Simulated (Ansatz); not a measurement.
Geometry optimisation, Ansatz 0.2.0, RKS PBE0/def2-SVP.

Input file:

```yaml
crystal:
  periodic: [false, false, false]
  atoms:
    - { symbol: Ga, position_ang: [0.172931, -0.372545, 0.092072] }
    - { symbol: "N", position_ang: [0.041481, -0.40341, 1.977653] }
    - { symbol: H, position_ang: [-0.820398, -0.661456, 2.446653] }
    - { symbol: H, position_ang: [0.845447, -0.602075, 2.563068] }
    - { symbol: H, position_ang: [1.616726, -0.340291, -0.500484] }
    - { symbol: H, position_ang: [-1.190512, -0.349762, -0.671076] }
    - { symbol: P, position_ang: [-0.543091, 2.925333, 0.979423] }
    - { symbol: H, position_ang: [-1.923272, 3.126934, 1.281786] }
    - { symbol: H, position_ang: [-0.07877, 3.933011, 1.877034] }
    - { symbol: H, position_ang: [-0.373643, 1.824562, 1.870772] }
basis:
  gaussian: { orbitals: def2-SVP }
hamiltonian:
  xc: pbe0
relax:
  f_tol: 0.03
  max_steps: 50
```

Run as:

```bash
$ ansatz run input.yaml --threads 2 --pin off --max-ram 3072MiB --backend cpu --events-out ev --progress --plain --runs-dir out
```

Problem. Where does it end, and by what steps?

Solution. It converged. After 14 steps the energy has fallen by 0.292 eV; H10 moved furthest, 1.22 Å.

```csv
step,energy less start (eV),largest force component (eV/Å),accepted
0,0.0000,1.168,yes
1,-0.0859,0.712,yes
2,-0.0682,1.289,no
3,-0.1115,0.295,yes
4,-0.1204,0.092,yes
5,-0.1277,0.296,yes
6,-0.1260,0.956,no
7,-0.1418,0.380,yes
8,-0.1609,0.337,yes
9,-0.1895,0.558,yes
10,-0.2157,0.736,yes
11,-0.2569,0.585,yes
12,-0.2754,0.284,yes
13,-0.2835,0.334,yes
14,-0.2920,0.013,yes
```

```xyz
10
Properties=species:S:1:pos:R:3
Ga 0.067 -0.011 0.339
N 0.084 -0.914 1.931
H -0.708 -1.425 2.299
H 0.920 -1.091 2.473
H 1.463 0.426 -0.231
H -1.250 -0.122 -0.510
P -0.571 2.572 1.198
H -1.834 3.154 0.901
H 0.208 3.728 0.910
H -0.632 2.763 2.606
```

Whether the end is a true minimum wasn't checked by a vibrational analysis.

Run time: 31 s on 2 threads of Arm Neoverse V2, with other jobs on the host, peak memory 0.21 GiB.
